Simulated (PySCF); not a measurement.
Can point charges reproduce the dipole moment of `C/C(=C\C(=O)O)[SiH]([SiH3])[SiH3]`?

Coordinates (GFN2-xTB, Å) and charges (e) from the PBE0/pcSseg-1 density (PySCF):

```csv
atom,x,y,z,Mulliken,IAO,Hirshfeld,ESP-fitted
C1,0.425,1.229,-0.997,-0.1689,-0.4293,-0.1241,-0.5323
C2,0.537,0.125,0.000,-0.4793,-0.1683,-0.0466,+0.2296
C3,1.690,-0.183,0.610,-0.1146,-0.2261,-0.0743,-0.5343
C4,2.969,0.501,0.437,+0.4770,+0.5142,+0.2023,+0.8483
O5,3.225,1.422,-0.305,-0.4215,-0.4771,-0.2615,-0.5823
O6,3.913,-0.026,1.247,-0.3733,-0.4863,-0.1801,-0.6106
Si7,-1.047,-0.857,0.359,+0.1096,+0.3062,+0.1864,+0.0719
Si8,-1.805,-1.708,-1.672,+0.2509,+0.2967,+0.2181,+0.2118
Si9,-2.478,0.562,1.527,+0.2722,+0.3001,+0.2183,+0.2413
H10,1.078,2.060,-0.742,+0.1640,+0.1787,+0.0418,+0.1990
H11,-0.602,1.581,-1.085,+0.1239,+0.1364,+0.0380,+0.1270
H12,0.743,0.863,-1.973,+0.1499,+0.1683,+0.0541,+0.1812
H13,1.731,-0.999,1.317,+0.1095,+0.1597,+0.0399,+0.1958
H14,4.752,0.441,1.118,+0.2407,+0.3718,+0.1846,+0.4200
H15,-0.614,-1.963,1.241,-0.0188,-0.0869,-0.0715,-0.0534
H16,-3.013,-2.512,-1.470,-0.0544,-0.0948,-0.0736,-0.0659
H17,-2.166,-0.635,-2.603,-0.0588,-0.0961,-0.0724,-0.0729
H18,-0.838,-2.557,-2.373,-0.0443,-0.0872,-0.0668,-0.0585
H19,-1.924,1.094,2.773,-0.0462,-0.0868,-0.0665,-0.0645
H20,-3.716,-0.141,1.873,-0.0558,-0.0963,-0.0740,-0.0775
H21,-2.870,1.720,0.717,-0.0619,-0.0970,-0.0722,-0.0738
```

Q: Compute μ = Σ q r for each scheme (1 e·Å = 4.803 D) and compare with the dipole of the full density.

A: The full density gives (-0.60, -0.80, 0.48) D, 1.11 D in size; dipole vectors point from the negative to the positive end.

```
    scheme     μx     μy     μz  size (D)  share of the full size (%)  angle to the full dipole (°)
  Mulliken  -3.88  -0.63  -0.46      3.96                         357                            53
       IAO  -2.24  -1.62   0.66      2.85                         257                            20
 Hirshfeld  -0.88  -1.10   0.62      1.54                         139                             2
ESP-fitted  -0.68  -0.80   0.47      1.14                         103                             3
```

Q: Which set comes closest?

A: Length of the difference vector: ESP-fitted 0.08 D, Hirshfeld 0.44 D, IAO 1.85 D, Mulliken 3.42 D. Closest: ESP-fitted. ESP charges are fitted to the potential around the molecule, whose slowest-falling term is the dipole's. The schemes that divide the density aren't constrained to reproduce the dipole.

Q: What is left for the Hirshfeld atoms' own dipoles?

A: The shares of the density sum to the whole, so what Σ q r misses lies in dipoles about the nuclei. The atomic dipoles sum to (-0.60, -0.80, 0.48) − (-0.88, -1.10, 0.62) = (0.28, 0.30, -0.14) D, 0.44 D in size.

Q: With the origin at the mean of the coordinates, (0.000, 0.001, 0.000) Å, which are the largest single terms, by size, of the Mulliken dipole along the direction of the full one?

A: O5 +5.88, C4 -4.08, O6 +2.80, H14 -2.78, Si9 +2.09 D; all 21 atoms together +2.36 D. The single terms depend on the origin, their sum doesn't.

Q: Give the size of the full dipole in other units.

A: 1.11 D = 0.436 au = 0.231 e·Å = 3.69 × 10⁻³⁰ C·m.

Geometry: GFN2-xTB, one conformer, isolated molecule. GFN2-xTB frequencies show an imaginary mode (46i cm⁻¹), so this geometry is no minimum at that level.

The values belong to the conformer `[CH3:1]/[C:2](=[CH:3]\[C:4](=[O:5])[OH:6])[SiH:7]([SiH3:8])[SiH3:9]`: C2–C3–C4–O5 -3°, C1–C2–Si7–Si8 57°, H–O6–C4–C3 180°.
